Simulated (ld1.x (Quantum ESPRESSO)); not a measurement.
C (Z = 6): excitation energies, all-electron against TM

C, norm-conserving Troullier–Martins (Kleinman–Bylander form), made with ld1.x (Quantum ESPRESSO) 7.5 (PBE, scalar-relativistic). Core [He], reference 2s2 2p2. Waves: 2p (bound): rc 1.55 bohr; 2s (bound): rc 1.30 bohr. Local part: the s channel. Core correction: Bessel-smoothed model core, default radius (core density twice the valence density).

Energies are relative to the spin-unpolarised reference configuration 2s2 2p2; without spin polarisation the order of configurations can differ from experiment. The frozen-core shift is the all-electron ΔE with the core orbitals held at their reference shape minus the fully relaxed ΔE.

```
valence configuration  charge  ΔE all-electron (eV)  error AE − PS (meV)  frozen-core shift (meV)
              2s2 2p0      +2                35.018                 +123                     +2.9
              2s1 2p0      +3                83.212                 +240                      +15
            2s2 2p2.3    -0.3                -1.158                 +0.2                      0.0
              2s0 2p4       0                16.975                  +25                     +1.7
            2s2 2p1.5    +0.5                 3.963                 +1.5                      0.0
              2s1 2p2      +1                19.615                 -4.6                     +0.7
```

Problem. What are ΔE and the potential's error for 2s2 2p1?

Solution. ΔE = 10.862 eV all-electron; the error (AE − PS) is +11 meV.

Levels in the configuration 2s1 2p2:

```tsv
level	all-electron (eV)	pseudo (eV)
2s	-25.852	-25.865
2p	-17.098	-17.106
```
